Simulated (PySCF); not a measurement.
# What binds BaO: the parts of the energy along the bond

State: ¹Σ⁺, singlet, closed shell. RHF-based CCSD(T) in PySCF 2.14 with Ba cc-pwCVDZ-X2C, O aug-cc-pVDZ-DK and Ba cc-pwCVTZ-X2C, O aug-cc-pVTZ-DK (frozen core orbitals: 24; spin-free X2C with a Gaussian nucleus). Correlation energies are extrapolated as n⁻³ (n = 2, 3), Hartree–Fock as (n+1)·exp(−9√n). CV is the change on freezing 23 orbitals instead, in Ba cc-pwCVTZ-X2C, O cc-pCVTZ-DK. All energies in eV from Ba + O.

```json
{"R (Å)": "1.7028", "HF/CBS": "-1.021", "CCSD corr.": "-3.013", "(T)": "-0.2860", "CV": "-0.0188", "total": "-4.339"}
{"R (Å)": "1.7802", "HF/CBS": "-1.611", "CCSD corr.": "-3.058", "(T)": "-0.3169", "CV": "-0.0162", "total": "-5.001"}
{"R (Å)": "1.8576", "HF/CBS": "-1.913", "CCSD corr.": "-3.094", "(T)": "-0.3486", "CV": "-0.0142", "total": "-5.369"}
{"R (Å)": "1.9350", "HF/CBS": "-2.002", "CCSD corr.": "-3.125", "(T)": "-0.3814", "CV": "-0.0125", "total": "-5.521"}
{"R (Å)": "2.0124", "HF/CBS": "-1.933", "CCSD corr.": "-3.152", "(T)": "-0.4155", "CV": "-0.0111", "total": "-5.512"}
{"R (Å)": "2.1091", "HF/CBS": "-1.685", "CCSD corr.": "-3.186", "(T)": "-0.4610", "CV": "-0.0097", "total": "-5.342"}
{"R (Å)": "2.2059", "HF/CBS": "-1.311", "CCSD corr.": "-3.223", "(T)": "-0.5113", "CV": "-0.0086", "total": "-5.055"}
```

A fit to the total gives Re = 1.9679 Å, De = 5.534 eV, ωe = 663.1 cm⁻¹, Be = 0.3037 cm⁻¹ (masses 137.9052 and 15.9949 u).

Q: At R = 1.9350 Å the CCSD correlation energy is -0.368494 hartree in the smaller basis and -0.490137 in the larger. Extrapolate it.

A: (3³·E3 − 2³·E2)/(3³ − 2³) = -0.54136 hartree; the larger basis holds 90.5 % of it.

The T1 diagnostic is 0.024, large enough to doubt a single reference. The open-shell atoms are computed with UHF. Spin–orbit coupling, excitations beyond (T) and corrections to the Born–Oppenheimer picture are left out, and spin–orbit coupling matters for open p, d or f shells this heavy.
